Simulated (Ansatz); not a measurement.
Start from `C[C]1=[CH][AlH]1` and change one element to get `CC1=CB1`.

Ansatz, PBE0-D4/def2-TZVP geometries, multiplicity 1. 

| property | `C[C]1=[CH][AlH]1` |
| --- | --- |
| HOMO–LUMO gap (B3LYP/def2-TZVPP) / eV | 5.31 |
| size of the dipole moment (PBE/def2-TZVPP) / D | 0.60 |
| LUMO energy (PBE0/def2-TZVPP) / eV | -0.66 |
| size of the dipole moment (ωB97M-V/def2-TZVPP) / D | 0.74 |
| HOMO energy (PBE0/def2-TZVPP) / eV | -6.37 |
| HOMO energy (ωB97M-V/def2-TZVPP) / eV | -8.52 |

Give the same properties after the change, and the shifts. (Estimate.)

Ansatz gave: 
```tsv
property	`CC1=CB1`	shift
HOMO–LUMO gap (B3LYP/def2-TZVPP) / eV	7.39	2.08
size of the dipole moment (PBE/def2-TZVPP) / D	1.60	1.00
LUMO energy (PBE0/def2-TZVPP) / eV	0.15	0.81
size of the dipole moment (ωB97M-V/def2-TZVPP) / D	1.53	0.79
HOMO energy (PBE0/def2-TZVPP) / eV	-7.69	-1.32
HOMO energy (ωB97M-V/def2-TZVPP) / eV	-9.96	-1.44
```

With PBE0 the HOMO falls by 1.32 eV and the LUMO rises by 0.81 eV, so the gap widens by about 2.13 eV. PBE moves the HOMO by -1.14 eV and ωB97M-V by -1.44 eV. Dipoles are sizes alone; their direction can turn.

B3LYP here is the variant with VWN-RPA as its local correlation; programs differ in this.
